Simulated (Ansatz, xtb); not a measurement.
## Ranking isomers of GeHNS

3 gas-phase structures of GeHNS, found in a search over its isomers (lower ones may exist). Each was relaxed with GFN2-xTB:

A. `[NH]=[Ge]=[S]`, a singlet
B. a singlet given by its coordinates
C. `S[N+]#[Ge-]`, a singlet

B (Å):

```tsv
atom	x (Å)	y (Å)	z (Å)
Ge	-0.2357	0.5324	0.4118
N	0.8046	-0.5640	-0.6481
S	-0.7205	-1.4704	-0.2759
H	1.6197	-1.0822	-0.3393
```

Close contacts (Å): Ge1–N2 1.85, Ge1–S3 2.17, N2–S3 1.81, N2–H4 1.01.

Question: Which do you expect lowest at r2SCAN-D4/def2-SVP, and how would the others follow?

Answer: Calculated order at r2SCAN-D4/def2-SVP: A (0.0), B (2.3), C (22.8) kJ/mol. Less than 1 kcal/mol parts A and B, so the order within that pair means little. CCSD(T)/def2-TZVPP after further relaxation puts B lowest instead.

Energies above the lowest of each column, in kJ/mol; the last columns are at r2SCAN-D4/def2-TZVP geometries:

```csv
structure,GFN2-xTB,HF/STO-3G,r2SCAN-D4/def2-SVP,r2SCAN-D4/def2-TZVP,CCSD(T)/def2-TZVPP
A,38.2,130.6,0.0,7.9,4.5
B,0.0,2.5,2.3,0.0,0.0
C,34.3,0.0,22.8,37.6,36.6
```

CCSD(T)/def2-TZVPP puts B lowest; HF/STO-3G picks C, r2SCAN-D4/def2-SVP picks A. CCSD(T)/def2-TZVPP orders those it was run on as B (0.0), A (4.5), C (36.6) kJ/mol. Large T1 diagnostics make some coupled-cluster values less sure.

Programs: Ansatz 0.2.0, xtb 6.7.1.
